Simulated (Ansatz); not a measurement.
```xyz
14

C     1.4414    0.6284   -0.3748
C    -0.0674    0.5903   -0.2209
C    -0.5036    0.9625    1.1847
O    -0.5594   -0.6720   -0.6315
Ge   -0.7971   -2.1409    0.3761
O    -1.3232   -3.1417   -0.9960
H     1.8298    1.6307   -0.1778
H     1.9132   -0.0649    0.3285
H     1.7276    0.3376   -1.3869
H    -0.5044    1.3175   -0.9176
H    -0.0507    0.3004    1.9291
H    -1.5902    0.9011    1.2830
H    -0.1983    1.9846    1.4201
H    -1.3177   -2.6337   -1.8161
```

Total charge 0; spin multiplicity 1.

**Question.** List the PBE0/def2-TZVPP orbital energies in eV (Ansatz). (An estimate is asked.)

**Answer.** Ansatz gave: Occupied: -10860.22, -1358.39, -1208.25, -1208.19, -1208.16, -522.51, -522.37, -279.72, -278.06, -277.95, -171.13, -121.03, -120.88, -120.78, -33.89, -33.83, -33.78, -33.69, -33.58, -28.06, -27.10, -21.72, -19.56, -16.90, -14.58, -13.61, -13.24, -12.38, -11.67, -11.14, -10.49, -10.24, -9.82, -9.39, -9.22, -8.09, -7.21. Lowest empty: -1.47, 0.66, 1.24, 1.72, 2.43, 2.47, 2.81, 2.88.
